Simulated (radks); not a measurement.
Q: The mercury ion Hg+, [Xe] 4f14 5d10 6s1. Method: non-relativistic Kohn-Sham, r2SCAN, spin-polarised, spherical densities, point nucleus; meta-GGA in the generalised Kohn-Sham scheme; computed with a radial shooting solver on a logarithmic mesh with Libxc functionals. Every spin shell is full or empty, so the densities are truly spherical. Functionals are evaluated on that one density, not self-consistently. Rank these exchange functionals by their error against the exact value of the orbitals, and give that value: LDA, B88, PBEsol, RPBE, PW91, SOGGA, G96, EV93, APBE, revTPSS, r2SCAN, MS2, Tao-Mo, TASK, MVS.

A: Exact: -345.013 hartree. From best to worst, with 100 (|E| - |E exact|)/|E exact| (equal figures are ties): PW91 +0.05, B88 +0.07, MVS +0.09, r2SCAN -0.17, RPBE -0.22, APBE +0.25, G96 +0.47, EV93 -0.50, MS2 -0.66, Tao-Mo -0.83, revTPSS -0.89, PBEsol -1.79, SOGGA -1.80, TASK -1.81, LDA -3.80.
